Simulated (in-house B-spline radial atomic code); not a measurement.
**Ionising Ar IV (Ar3+) with different functionals**

Computed with a B-spline radial code for spherical atoms: scalar-relativistic (spin-free X2C) Hamiltonian, Fermi nucleus of rms radius 3.4274 fm, spin-polarised at highest spin, spherical fractional occupations for the functionals, the average over the highest-spin determinants for Hartree-Fock. The ionisation energy is the difference of two self-consistent energies, [Ne] 3s2 3p3 → [Ne] 3s2 3p2, without Breit or QED terms; ε is the level of the shell that loses the electron (its least bound occupied spin orbital).

Hybrids are left out here: with spherical fractional occupations of an open shell their exact exchange keeps a self-interaction that integer-occupation calculations don't have.

```json
{"method": "Hartree-Fock", "rung": "Hartree-Fock", "ΔSCF (eV)": "58.67", "-ε(3p) (eV)": "59.23"}
{"method": "LDA VWN5", "rung": "LDA", "ΔSCF (eV)": "59.13", "-ε(3p) (eV)": "51.52"}
{"method": "LDA PW92", "rung": "LDA", "ΔSCF (eV)": "59.12", "-ε(3p) (eV)": "51.51"}
{"method": "LDA exchange-only", "rung": "LDA", "ΔSCF (eV)": "57.91", "-ε(3p) (eV)": "50.36"}
{"method": "PBE", "rung": "GGA", "ΔSCF (eV)": "59.20", "-ε(3p) (eV)": "51.61"}
{"method": "PBEsol", "rung": "GGA", "ΔSCF (eV)": "59.11", "-ε(3p) (eV)": "51.51"}
{"method": "BLYP", "rung": "GGA", "ΔSCF (eV)": "58.93", "-ε(3p) (eV)": "51.29"}
{"method": "RPBE", "rung": "GGA", "ΔSCF (eV)": "59.21", "-ε(3p) (eV)": "51.62"}
{"method": "PW91", "rung": "GGA", "ΔSCF (eV)": "59.28", "-ε(3p) (eV)": "51.68"}
{"method": "BP86", "rung": "GGA", "ΔSCF (eV)": "59.21", "-ε(3p) (eV)": "51.61"}
{"method": "AM05", "rung": "GGA", "ΔSCF (eV)": "59.06", "-ε(3p) (eV)": "51.46"}
{"method": "OLYP", "rung": "GGA", "ΔSCF (eV)": "59.33", "-ε(3p) (eV)": "51.70"}
{"method": "TPSS", "rung": "meta-GGA", "ΔSCF (eV)": "59.44", "-ε(3p) (eV)": "51.88"}
{"method": "SCAN", "rung": "meta-GGA", "ΔSCF (eV)": "59.87", "-ε(3p) (eV)": "52.41"}
{"method": "r2SCAN", "rung": "meta-GGA", "ΔSCF (eV)": "59.84", "-ε(3p) (eV)": "52.39"}
{"method": "revTPSS", "rung": "meta-GGA", "ΔSCF (eV)": "59.38", "-ε(3p) (eV)": "51.83"}
```

(1) How do they compare with the NIST value?

## Answers

(1) NIST lists 59.6 eV ± 0.18 (semi-empirical, ground level to ground level). Errors run from -1.67 to +0.29 eV; TPSS is closest (-0.14 eV), though others lie within the uncertainty of it, and part of that can be cancellation, since the calculations leave out spin-orbit coupling, Breit-QED terms, multiplet and fine-structure energies. Hartree-Fock also lacks correlation.
